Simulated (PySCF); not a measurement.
C4H6BF, SMILES C#CB(F)CC. Atoms are numbered in the order given.

```xyz
12

C     -1.2567     2.1308     0.0000
C     -0.3821     1.2666     0.0000
B      0.6499     0.1282     0.0000
F      1.9519     0.4662     0.0000
C      0.2697    -1.3972     0.0000
C     -1.2195    -1.7531     0.0000
H     -2.0165     2.9019     0.0000
H      0.7928    -1.8505     0.8753
H      0.7928    -1.8505    -0.8753
H     -1.7340    -1.3362    -0.8894
H     -1.3862    -2.8491     0.0000
H     -1.7340    -1.3362     0.8894
```
Charge 0, spin multiplicity 1.

The structure is a stationary point at PBE-D3(BJ)/def2-SVP. This is a generated structure with no PubChem entry under its InChIKey; it may be hypothetical. Other conformers were not sampled.

Two levels are set side by side: PBE/pcSseg-1 (PySCF) and PBE0/pcSseg-1 (PySCF). GIAO shifts against BF3 (¹¹B), CFCl3 (¹⁹F), TMS (¹H), TMS (¹³C) at the same level; non-relativistic, no solvent, atoms listed together averaged. Differences are taken from unrounded values.

```csv
quantity,PBE0
δ(¹³C) of C1 (ppm),112.2
δ(¹³C) of C2 (ppm),92.1
δ(¹¹B) of B3 (ppm),35.3
δ(¹⁹F) of F4 (ppm),-21.0
δ(¹³C) of C5 (ppm),20.7
δ(¹³C) of C6 (ppm),13.5
δ(¹H) of H7 (ppm),3.73
"δ(¹H) of H8, H9 (ppm)",1.48
```

**Question.** What does PBE give, and how far is it from PBE0? (Estimate from the structure and the level; the computed values follow.)

**Answer.** 
```json
[
 {"quantity": "δ(¹³C) of C1 (ppm)", "PBE": "108.4", "PBE minus PBE0": "-3.7"},
 {"quantity": "δ(¹³C) of C2 (ppm)", "PBE": "93.0", "PBE minus PBE0": "0.8"},
 {"quantity": "δ(¹¹B) of B3 (ppm)", "PBE": "35.4", "PBE minus PBE0": "0.1"},
 {"quantity": "δ(¹⁹F) of F4 (ppm)", "PBE": "-23.3", "PBE minus PBE0": "-2.3"},
 {"quantity": "δ(¹³C) of C5 (ppm)", "PBE": "23.0", "PBE minus PBE0": "2.3"},
 {"quantity": "δ(¹³C) of C6 (ppm)", "PBE": "13.9", "PBE minus PBE0": "0.4"},
 {"quantity": "δ(¹H) of H7 (ppm)", "PBE": "3.60", "PBE minus PBE0": "-0.13"},
 {"quantity": "δ(¹H) of H8, H9 (ppm)", "PBE": "1.55", "PBE minus PBE0": "0.07"}
]
```

Rough cost on one machine, each run with all the roots and properties that it gave: PBE0 against PBE within a factor of 2.
